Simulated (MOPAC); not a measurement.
Job for MOPAC: PM6 on CH4Te (SMILES C[TeH]), a point of a bond scan (R = 1.996 Å).

```
PM6 1SCF PRECISE CHARGE=0 THREADS=1
CH4Te

Te     0.01201175 1     0.23527703 1     0.23177528 1
H     -0.41400279 1     1.59070446 1    -1.17001228 1
C     -0.03051731 1    -1.41897587 1    -1.16612883 1
H      0.73152202 1    -1.27549848 1    -1.92532285 1
H     -1.01819392 1    -1.49803416 1    -1.60874601 1
H      0.18816506 1    -2.31181771 1    -0.58509181 1
```

The log:

```
*******************************************************************************
 **                                                                           **
 **                              MOPAC v23.2.5                                **
 **                                                                           **
 *******************************************************************************
 ** MOPAC's Digital Object Identifier: https://doi.org/10.5281/zenodo.6511958 **
 **                                                                           **
 ** Please cite the open-source release paper for use of this MOPAC version:  **
 ** J. E. Moussa and J. J. P. Stewart (2026)                                  **
 ** MOPAC: An open-source semiempirical molecular orbital program             **
 ** J. Open Source Softw., 11(119), 8025, https://doi.org/10.21105/joss.08025 **
 *******************************************************************************

                              PM6 CALCULATION RESULTS

 *******************************************************************************
 *  PM6        - The PM6 Hamiltonian to be used
 *
 *
 *
 *                 CHARGE ON SYSTEM = 0
 *
 *
 *
 *  PRECISE    - TIGHTER CRITERIA TO BE USED
 *  1SCF       - DO 1 SCF AND THEN STOP
 *  THREADS=1  - MULTI-THREADING NOT USED
 *  T=         - A TIME OF 172800.0 SECONDS REQUESTED
 *  DUMP=N     - RESTART FILE WRITTEN EVERY 7200.0 SECONDS REQUESTED
 *******************************************************************************
PM6 1SCF PRECISE CHARGE=0 THREADS=1
 CH4Te

   ATOM   CHEMICAL          X               Y               Z
  NUMBER   SYMBOL      (ANGSTROMS)     (ANGSTROMS)     (ANGSTROMS)

     1      Te          0.01201175  *   0.23527703  *   0.23177528  *
     2       H         -0.41400279  *   1.59070446  *  -1.17001228  *
     3       C         -0.03051731  *  -1.41897587  *  -1.16612883  *
     4       H          0.73152202  *  -1.27549848  *  -1.92532285  *
     5       H         -1.01819392  *  -1.49803416  *  -1.60874601  *
     6       H          0.18816506  *  -2.31181771  *  -0.58509181  *



          CARTESIAN COORDINATES

    NO.       ATOM           X           Y           Z

     1        Te          0.0120      0.2353      0.2318
     2         H         -0.4140      1.5907     -1.1700
     3         C         -0.0305     -1.4190     -1.1661
     4         H          0.7315     -1.2755     -1.9253
     5         H         -1.0182     -1.4980     -1.6087
     6         H          0.1882     -2.3118     -0.5851

 General Reference for PM6:
 "Optimization of Parameters for Semiempirical Methods V: Modification of NDDO Approximations
 and Application to 70 Elements", J. J. P. Stewart, J. Mol. Mod., 13, 1173-1213 (2007)
 URL: https://link.springer.com/article/10.1007/s00894-007-0233-4

           Empirical Formula: C H4 Te  =     6 atoms



      MOLECULAR POINT GROUP   :   Cs


      RHF CALCULATION, NO. OF DOUBLY OCCUPIED LEVELS = 7


 -------------------------------------------------------------------------------
 PM6 1SCF PRECISE CHARGE=0 THREADS=1
 CH4Te



     1SCF WAS SPECIFIED, SO BFGS WAS NOT USED
     SCF FIELD WAS ACHIEVED


                              PM6 CALCULATION
                                                       MOPAC v23.2.5 Linux




          FINAL HEAT OF FORMATION =         14.86287 KCAL/MOL =      62.18623 KJ/MOL


          COSMO AREA              =         98.47 SQUARE ANGSTROMS
          COSMO VOLUME            =         83.91 CUBIC ANGSTROMS

          IONIZATION POTENTIAL    =          8.147014 EV
          HOMO LUMO ENERGIES (EV) =         -8.147  0.736
          NO. OF FILLED LEVELS    =          7
          MOLECULAR WEIGHT        =        143.6426         POINT GROUP:  Cs

          MOLECULAR DIMENSIONS (Angstroms)

            Atom       Atom       Distance
            H     6    H     2     3.99179
           Te     1    H     4     2.41696
            H     4    H     5     1.66431


          SCF CALCULATIONS        =          1





   ATOM   CHEMICAL          X               Y               Z
  NUMBER   SYMBOL      (ANGSTROMS)     (ANGSTROMS)     (ANGSTROMS)

     1      Te          0.01201175  *   0.23527703  *   0.23177528  *
     2       H         -0.41400279  *   1.59070446  *  -1.17001228  *
     3       C         -0.03051731  *  -1.41897587  *  -1.16612883  *
     4       H          0.73152202  *  -1.27549848  *  -1.92532285  *
     5       H         -1.01819392  *  -1.49803416  *  -1.60874601  *
     6       H          0.18816506  *  -2.31181771  *  -0.58509181  *

                             CARTESIAN COORDINATES

   1   Te        0.012011750     0.235277030     0.231775280
   2    H       -0.414002790     1.590704460    -1.170012280
   3    C       -0.030517310    -1.418975870    -1.166128830
   4    H        0.731522020    -1.275498480    -1.925322850
   5    H       -1.018193920    -1.498034160    -1.608746010
   6    H        0.188165060    -2.311817710    -0.585091810


           Empirical Formula: C H4 Te  =     6 atoms



      MOLECULAR POINT GROUP   :   Cs


                  EIGENVALUES
 -69.44116 -24.45617 -14.80261 -14.67916 -11.59318 -10.54509  -8.14701   0.73643
   1.46332   5.41139   5.50026   6.49914


              NET ATOMIC CHARGES AND DIPOLE CONTRIBUTIONS

  ATOM NO.   TYPE          CHARGE      No. of ELECS.   s-Pop       p-Pop
    1         Te          -0.046995        6.0470     1.96050     4.08650
    2          H           0.119761        0.8802     0.88024
    3          C          -0.674461        4.6745     1.05642     3.61804
    4          H           0.198786        0.8012     0.80121
    5          H           0.198786        0.8012     0.80121
    6          H           0.204123        0.7959     0.79588
 DIPOLE           X         Y         Z       TOTAL
 POINT-CHG.    -0.231     0.544    -0.896     1.073
 HYBRID        -0.126    -0.065    -0.739     0.753
 SUM           -0.357     0.479    -1.635     1.741


          ATOMIC ORBITAL ELECTRON POPULATIONS

     Atom    s        px        py        pz
    1 Te   1.96050   1.96119   0.91759   1.20772
    2  H   0.88024
    3  C   1.05642   1.22863   1.19846   1.19094
    4  H   0.80121
    5  H   0.80121
    6  H   0.79588

 **********************
 *                    *
 * JOB ENDED NORMALLY *
 *                    *
 **********************




 == MOPAC DONE ==
```

The run finished.

Cost: about 0.020 core-seconds (a rough figure).
